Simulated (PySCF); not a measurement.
Input for PySCF: R-B3LYP/6-31G* on CH4GeS (SMILES [CH3][Ge][SH]), a point of a torsion scan.

```python
from pyscf import gto, scf, dft, mp
from pyscf.data.elements import chemcore

mol = gto.M(
    atom='''
    C    -0.94862532   -0.10627562    0.04092993
    Ge    0.20766103    1.55162278   -0.17952542
    S     2.21476538    0.48192396    0.02067319
    H    -0.56917595   -0.94880260   -0.53742094
    H    -1.98704397    0.06757048   -0.23977348
    H    -0.92864335   -0.39722749    1.09281018
    H     2.57370813    1.20254241    1.07521525
    ''',
    basis='6-31g*',
    cart=True,
    charge=0, spin=0, verbose=3, max_memory=1800)
mf = dft.RKS(mol, xc='b3lyp')
mf.conv_tol = 1e-8
mf.max_cycle = 100
mf.kernel()
if not mf.converged:
    mf = mf.newton().run(mf.mo_coeff, mf.mo_occ)
```

The log:

```
converged SCF energy = -2515.4744666422
```

Self-consistency was reached.

Cost: very roughly 13 core-seconds.
